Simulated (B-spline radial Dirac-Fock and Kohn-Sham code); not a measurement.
Se 3p1/2: cross section and angular parameters

System: neutral selenium in the configuration [Ar] 3d10 4s2 4p4; threshold 166.5 eV (tabulated edge). The computed values come from a radial atomic solver: Dirac-Hartree-Slater photoionisation with a Latter tail; cross sections with all multipoles, angular parameters from the dipole term and its interference with E2.

```tsv
hν (eV)	σ (kb)	β	γ	δ
180	154	-0.957	-0.117	0.051
189	164	-0.715	-0.174	0.073
200	175	-0.387	-0.161	0.088
211	187	-0.089	-0.097	0.088
226	200	0.251	0.002	0.079
443	163	1.442	0.085	0.004
499	143	1.502	0.040	0.001
737	81.4	1.600	-0.023	0.001
800	70.9	1.608	-0.018	0.001
1253.6	30.3	1.600	0.100	0.005
1330	26.8	1.594	0.126	0.006
1490	21.0	1.579	0.180	0.008
2984.4	3.93	1.421	0.622	0.029
3300	3.02	1.390	0.696	0.035
4000	1.79	1.326	0.838	0.047
4570	?	?	?	?
5530	0.718	1.205	1.080	0.075
6370	0.474	1.149	1.184	0.090
8430	0.204	1.031	1.384	0.128
9460	0.142	0.982	1.465	0.146
13800	0.0427	0.818	1.713	0.220
15000	0.0325	0.782	1.763	0.240
```

Question: Give the values at 4570 eV.

Answer: σ = 1.24 kb, β = 1.278, γ = 0.938, δ = 0.057.
